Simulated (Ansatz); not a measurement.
Consider the redistribution: `C=C[SiH2][SiH](O)O` + `[AlH2][S][SiH3]` → `C=C[SiH2][S][AlH2]` + `O[SiH](O)[SiH3]`.

Computed with Ansatz on PBE0-D4/def2-TZVP structures; ΔE is electronic, products minus reactants. CBS: MP2 limit from def2 TZ/QZ plus the TZ coupled-cluster correction, frozen cores. This one scheme is used for every species. Functionals use def2-TZVPP. One conformer a species, not always the lowest.

Q: Is it downhill or uphill in electronic energy at CCSD(T)/CBS, and by how much? (Estimate.)

A: The calculation gave: Downhill: ΔE = -9.4 kJ/mol.

Q: What do these levels give: ωB97M-V, HF/def2-TZVPP, MP2/def2-TZVPP, SCS-MP2/def2-TZVPP, SCS-MP2/def2-QZVPP, HF/CBS(def2)? (Estimate.)

A: Computed: ωB97M-V -9.3, HF/def2-TZVPP -5.5, MP2/def2-TZVPP -9.6, SCS-MP2/def2-TZVPP -8.0, SCS-MP2/def2-QZVPP -8.7, HF/CBS(def2) -5.7 kJ/mol.

Largest T1 diagnostic among the species: 0.013.
